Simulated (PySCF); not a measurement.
**LiBr: script and output**

Input:

```python
from pyscf import gto, scf
from pyscf.hessian import thermo

mol = gto.M(
    atom='Li 0 0 0; Br 0 0 2.12',
    basis='aug-cc-pvdz',
    charge=0,
    spin=0,
    symmetry=True,
    verbose=4,
)
mf = scf.RHF(mol)
mf.kernel()
hess = mf.Hessian().kernel()
print('wavenumber (cm^-1) =', thermo.harmonic_analysis(mol, hess)['freq_wavenumber'].round(1))
mf.dip_moment()
print('orbital energies (hartree):', mf.mo_energy[..., max(0, mol.nelec[1]-3):mol.nelec[0]+3].round(4))
```

```bash
$ python input.py
```

The log (some set-up lines removed):

```
PySCF version 2.14.0

[INPUT] Symbol           X                Y                Z      unit          X                Y                Z       unit  Magmom
[INPUT]  1 Li     0.000000000000   0.000000000000   0.000000000000 AA    0.000000000000   0.000000000000   0.000000000000 Bohr   0.0
[INPUT]  2 Br     0.000000000000   0.000000000000   2.120000000000 AA    0.000000000000   0.000000000000   4.006219384078 Bohr   0.0

nuclear repulsion = 26.2092486540566
point group symmetry = Coov
symmetry origin: [0.         0.         3.68993891]
symmetry axis x: [1. 0. 0.]
symmetry axis y: [0. 1. 0.]
symmetry axis z: [0. 0. 1.]
num. orbitals of irrep A1 = 23
num. orbitals of irrep E1x = 13
num. orbitals of irrep E1y = 13
num. orbitals of irrep E2x = 5
num. orbitals of irrep E2y = 5
number of shells = 17
number of NR pGTOs = 121
number of NR cGTOs = 59
basis = aug-cc-pvdz
ecp = {}

******** <class 'pyscf.scf.hf_symm.SymAdaptedRHF'> ********
method = SymAdaptedRHF
initial guess = minao
damping factor = 0
level_shift factor = 0
DIIS = <class 'pyscf.scf.diis.CDIIS'>
SCF conv_tol = 1e-09
SCF max_cycles = 50
Freeze 0 electrons in irreps []
    38 free electrons in irreps A1 E1x E1y E2x E2y
Initial guess from minao.
init E= -2578.73153070555
HOMO (E1y) = -0.420342379792233  LUMO (A1) = -0.0480348551141112  gap/eV = 10.13100
cycle= 1 E= -2579.90271307606  delta_E= -1.17  |g|= 0.22  |ddm|= 1.03
HOMO (E1y) = -0.31461465034438  LUMO (A1) = -0.0216795446774529  gap/eV = 7.97117
cycle= 2 E= -2579.92107574096  delta_E= -0.0184  |g|= 0.0946  |ddm|= 0.482
HOMO (E1y) = -0.353501496884101  LUMO (A1) = -0.0168943955592722  gap/eV = 9.15955
cycle= 3 E= -2579.92297911495  delta_E= -0.0019  |g|= 0.00939  |ddm|= 0.0943
HOMO (E1y) = -0.356997562575211  LUMO (A1) = -0.0158922022506724  gap/eV = 9.28195
cycle= 4 E= -2579.92307013085  delta_E= -9.1e-05  |g|= 0.00269  |ddm|= 0.0254
HOMO (E1y) = -0.356609995224214  LUMO (A1) = -0.0157662130570433  gap/eV = 9.27483
cycle= 5 E= -2579.92308232037  delta_E= -1.22e-05  |g|= 0.000705  |ddm|= 0.0084
HOMO (E1y) = -0.356528404546414  LUMO (A1) = -0.0157860261215264  gap/eV = 9.27207
cycle= 6 E= -2579.92308316985  delta_E= -8.49e-07  |g|= 0.000106  |ddm|= 0.00247
HOMO (E1y) = -0.356526445482528  LUMO (A1) = -0.0158029421877408  gap/eV = 9.27156
cycle= 7 E= -2579.92308318003  delta_E= -1.02e-08  |g|= 2.27e-05  |ddm|= 0.000275
HOMO (E1y) = -0.356524127210772  LUMO (A1) = -0.0158019165312944  gap/eV = 9.27152
cycle= 8 E= -2579.92308318036  delta_E= -3.3e-10  |g|= 4.74e-06  |ddm|= 4.46e-05
HOMO (E1y) = -0.356525205251965  LUMO (A1) = -0.0158019289155067  gap/eV = 9.27155
Extra cycle  E= -2579.92308318038  delta_E= -2.46e-11  |g|= 1.86e-06  |ddm|= 1.23e-05
converged SCF energy = -2579.92308318038
wavenumber (cm^-1) = [658.5]
Dipole moment(X, Y, Z, Debye):  0.00000,  0.00000, -7.23309
orbital energies (hartree): [-0.3875 -0.3565 -0.3565 -0.0158  0.0122  0.0122]
```

In short: E(SCF) = -2579.923083 Eh, 8 cycles, μz(SCF) = -7.23 D, wavenumbers 658 cm⁻¹.

Wall time 20 s on one thread of a shared host.

Stability towards an unrestricted solution was not tested. The bond length is a typed value, not an optimised one, so the wavenumber is not that of the minimum.
